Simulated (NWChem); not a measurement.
System: C₃H₇FSi; SMILES F[SiH]1CCC1

The following NWChem deck was run.

```
start job
memory heap 200 mb stack 900 mb global 1100 mb
geometry units angstroms noautoz
  F     -0.264696    -2.048861     0.000000
  Si     0.431069    -0.583999     0.000000
  C     -0.178355     0.725870     1.212437
  C     -0.105122     1.722485     0.000000
  C     -0.178355     0.725870    -1.212437
  H      1.903781    -0.816946     0.000000
  H      0.396888     1.003379     2.099345
  H     -1.219286     0.556541     1.511731
  H     -0.894843     2.481614     0.000000
  H      0.855405     2.249760     0.000000
  H     -1.219286     0.556541    -1.511731
  H      0.396888     1.003379    -2.099345
end
basis spherical
  * library def2-svp
end
dft
  xc b3lyp
  iterations 150
  mulliken
end
task dft energy
```

Geometry: optimised at B3LYP/6-31G* (spherical d). B3LYP is NWChem's, with the RPA form of VWN correlation.

Problem. Give the results of this calculation. (B3LYP/def2-SVP.) Quantities: energy (Ha); highest occupied level (eV); orbital gap (eV); dipole (D).

Solution. The energy (Ha) is -507.67. The highest occupied level (eV) is -7.87 and the orbital gap (eV) is 8.74. The dipole (D) comes out as 1.59.
